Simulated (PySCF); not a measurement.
## Computed properties of C5H6O2, SMILES C[C@H](C(O)=O)C#C

C5H6O2, SMILES C#C[C@H](C)C(=O)O. Geometry: B3LYP-D3(BJ)/def2-SVP. One conformer was computed; it need not be the lowest. All values are computed for the isolated molecule unless a solvent is named; none is compared with measurement here.

**Structure.** All 33 harmonic modes at B3LYP-D3(BJ)/def2-SVP (PySCF) are real, so it is a minimum. With heavy atoms numbered as in [CH:1]#[C:2][C@H:3]([CH3:4])[C:5](=[O:6])[OH:7], the shortest bond between them is C5–O6 at 1.203 Å and the longest C3–C4 at 1.534 Å.

**Vibrations.** The strongest infrared lines (harmonic, unscaled, degenerate partners summed) lie at 1867 cm⁻¹ (305 km/mol, C 64 %, O 35 %), 1194 cm⁻¹ (200 km/mol, H 40 %, O 35 %, C 25 %), 3748 cm⁻¹ (79 km/mol, H 94 %). The softest mode is at 30 cm⁻¹ and the zero-point energy is 62.6 kcal/mol.

**Electronic structure.** HF/def2-TZVP (PySCF) places the frontier levels at -10.73 and 3.43 eV, a gap of 14.16 eV, and gives a dipole moment of 1.45 D and a mean polarisability of 59.0 bohr³. PBE/def2-TZVP (PySCF) at the same geometry gives -6.38 and -1.29 eV, so its gap is 9.07 eV narrower. An orbital gap is neither the optical nor the fundamental gap.

**Excitations.** TDDFT-M06-2X/def2-SVPD (PySCF) has S1 at 5.58 eV (222 nm, f = 0.003, weak); the most intense of the 10 singlets computed lies at 8.08 eV (f = 0.09). T1 (TDA) is at 5.19 eV. TDDFT-PBE/def2-SVPD (PySCF) puts S1 at 5.20 eV. No vertical singlet excitation falls in the visible range (under 3.1 eV).

**NMR.** GIAO shifts at HF/pcSseg-1 (PySCF) (non-relativistic, atoms alike by connectivity averaged): ¹³C from 20.3 to 180.5 ppm against TMS; ¹H from 1.8 to 6.4 ppm against TMS.

**Solvation.** SMD-B3LYP/6-31G* (PySCF) gives -5.8 kcal/mol in water, -6.1 kcal/mol in chloroform, -7.6 kcal/mol in methanol (1 M in both phases, gas-phase geometry); of these solvents methanol holds the molecule best.
